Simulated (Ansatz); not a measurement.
`CSB(F)Cl` + `C[SeH]` → `C[Se]B(F)Cl` + CH₃SH at 298.15 K and 1 bar (ligand exchange at a B–S bond).

Program: Ansatz. Geometries: PBE0-D4/def2-TZVP. ΔE: electronic, gas phase. CCSD(T)/CBS adds triple-zeta CCSD(T) − MP2 to the extrapolated MP2 energy (def2 sets, frozen cores). This one scheme is used for every species. For Se outer-core shells are correlated without core-valence functions, which leaves a few kJ/mol of doubt a bond. Scalar relativity is left out up to krypton. Each species was taken in one conformer, which may not be the lowest.

| species | CCSD(T)/CBS energy (Eh) | H − E (kJ/mol) | S (J/(mol·K)) |
| --- | --- | --- | --- |
| `CSB(F)Cl` | -1022.12842 | 143.7 | 342.3 |
| `C[SeH]` | -2441.15625 | 129.5 | 267.5 |
| `C[Se]B(F)Cl` | -3025.05449 | 141.5 | 352.1 |
| CH₃SH | -438.22835 | 133.0 | 253.2 |

H − E and S are ideal-gas, rigid-rotor, harmonic terms from PBE0-D4/def2-TZVP, for one conformer and one mirror image of each species. 1 Eh = 2625.50 kJ/mol, R = 8.31446 J/(mol·K).

**Question.** By hand: ΔE, ΔH, ΔS and ΔG.

**Answer.** ΔE = (-3025.05449) + (-438.22835) − (-1022.12842) − (-2441.15625) = 0.00183 Eh = 4.8 kJ/mol. Δ(H − E) = 141.5 + 133.0 − 143.7 − 129.5 = 1.3, so ΔH = 6.1 kJ/mol. ΔS = 352.1 + 253.2 − 342.3 − 267.5 = -4.5 J/(mol·K). ΔG = 6.1 − 298.15 × (-4.5)/1000 = 7.4 kJ/mol.

**Question.** By hand: the equilibrium constant, and the temperature at which ΔG would vanish if ΔH and ΔS stayed fixed.

**Answer.** log₁₀ K = −ΔG/(RT ln 10) = -1.3. ΔH and −TΔS have one sign here, so there is no such temperature. One of them is within its doubt of zero, so this could turn.

The number of gas molecules stays the same, so ΔS is small and ΔH decides. A doubt of 5 kJ/mol in ΔE shifts log₁₀ K by 0.9 here. Other conformers and mirror images would add mixing entropy, several J/(mol·K) or more a flexible species. These are equilibria of isolated gas molecules and say nothing of rates. Largest T1 diagnostic: 0.012 (customary marks: 0.02 for closed shells, 0.045 for open ones).
